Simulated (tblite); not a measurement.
Species: 2-(trifluoromethyl)acrylic acid, C₄H₃F₃O₂.
SMILES with atom numbers: `[CH2:1]=[C:2]([C:3](=[O:4])[OH:5])[C:6]([F:7])([F:8])[F:9]` (hydrogens: H10, H11 on C1; H12 on O5)

Structure used (GFN2-xTB), in Å, numbered top down from 1:
```xyz
12
C4H3F3O2 angstrom
C     -0.5259    1.3064    0.6194
C     -0.1790    0.1451    0.0784
C      1.2320   -0.2429   -0.2203
O      1.5566   -1.2781   -0.7305
O      2.1023    0.7009    0.1469
C     -1.2033   -0.9016   -0.2959
F     -2.4517   -0.5096    0.0062
F     -1.2000   -1.1683   -1.6065
F     -1.0060   -2.0566    0.3487
H     -1.5557    1.5543    0.8167
H      0.2256    2.0335    0.8745
H      3.0063    0.4162   -0.0637
```

All values are computed: GFN2-xTB (tblite) harmonic vibrations without scaling, gas phase. Against measured fundamentals such values can be off by several per cent, at times by over 20. One conformer, not necessarily the lowest.

Harmonic wavenumbers (cm⁻¹): 33.9, 52.2, 144.6, 185.2, 293.4, 345.6, 361.3, 398.3, 477.1, 484.1, 586.3, 607.3, 627.2, 693.8, 738.7, 772.9, 878.6, 950.6, 1048.9, 1075.8, 1087.2, 1138.7, 1205.4, 1277.1, 1375.4, 1685.6, 1784.5, 3107.3, 3147.4, 3442.7.

A = 2726, B = 1337, C = 1064 MHz; mass 140.009 u (most abundant isotopes); point group Cs, symmetry number 1.

Question: Zero-point energy?

Answer: ½Σν̃ = 15004 cm⁻¹ = 179.48 kJ/mol.

Question: Entropy at 298.15 K, 1 bar (ideal gas, RRHO, classical rotation)?

Answer: Translation 170.49, rotation 120.53, vibration 101.39: S = 392.4 J/(mol K).

Question: And Cp and H(298.15 K) − H(0)?

Answer: Cp = 136.31 J/(mol K), of which vibrations give 103.05 (their classical limit is 30 R = 249.4); H(298.15 K) − H(0) = 25.37 kJ/mol without the zero-point energy, 15.46 from vibrations.

Question: What must be added to the electronic energy to get the Gibbs energy at 298.15 K and 1 bar?

Answer: ZPE + [H(298.15 K) − H(0)] − T·S = 179.48 + 25.37 − 117.00 = 87.85 kJ/mol.

Question: Blend soft modes into free rotors: weight 1/[1 + (100 cm⁻¹/ν̃)⁴] for the oscillator and the rest for a rotor with moment μB/(μ + B), μ = h/(8π²ν), B = 10⁻⁴⁴ kg m². What vibrational entropy results?

Answer: 89.61 J/(mol K) in place of 101.39, which changes −T·S at 298.15 K by +3.51 kJ/mol.

Hindered rotation and anharmonicity are outside this model. Other conformers, if any are populated, would add a mixing term that is left out.
